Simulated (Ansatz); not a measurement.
FIn, triplet, geometry from GFN2-xTB (such geometries of metal compounds can be far from the true shape) (the spin is typed, not shown lowest) (core potentials on In); SVWN5/def2-SVP (Ansatz, an electronic-structure program).

Here is a job for Ansatz.
Ansatz 0.2 input:
```yaml
crystal:
  periodic: [false, false, false]
  atoms:
    - {symbol: In, position_ang: [-0.00000000, -0.00000000, -0.34490450]}
    - {symbol: F, position_ang: [0.00000000, 0.00000000, 1.87781337]}
basis:
  gaussian:
    orbitals: def2-SVP
    nuclear_model: gaussian
hamiltonian:
  xc: {name: SVWN5}
magnetization: {spin_polarized: true, initial_magnetization: 2}
```

Problem. Predict the main parts of the log of this Ansatz run.

Solution. 
```
Functional definition: SVWN5
464 factors; their error is unknown
mean field evaluation 1: about -7856.5339 eV, gradient 2.8e1 eV
mean field evaluation 2: about -7701.6824 eV, gradient 1.5e2 eV
mean field evaluation 4: about -7859.4230 eV, gradient 8.2e0 eV
mean field evaluation 8: about -7859.7988 eV, gradient 8.7e-1 eV
mean field evaluation 16: about -7859.7955 eV, gradient 2.3e-5 eV
mean field evaluation 32: about -7857.5244 eV, gradient 3.2e-4 eV
mean field evaluation 64: about -7858.2593 eV, gradient 3.4e0 eV
mean field evaluation 96: about -7859.7955 eV, gradient 2.3e-5 eV
mean field -7859.79553276 eV, -288.8421582682 hartree, gradient 2.3e-5 eV, S^2 2.002164; 9 other end points of the search recorded, 0 dependent functions left out
reference -7859.79556108 eV, -288.8421593088 hartree; 16, 14 occupied and 24, 26 virtual orbitals, 464 factors
Total energy: -7859.79556108 eV, -288.8421593088 hartree
```
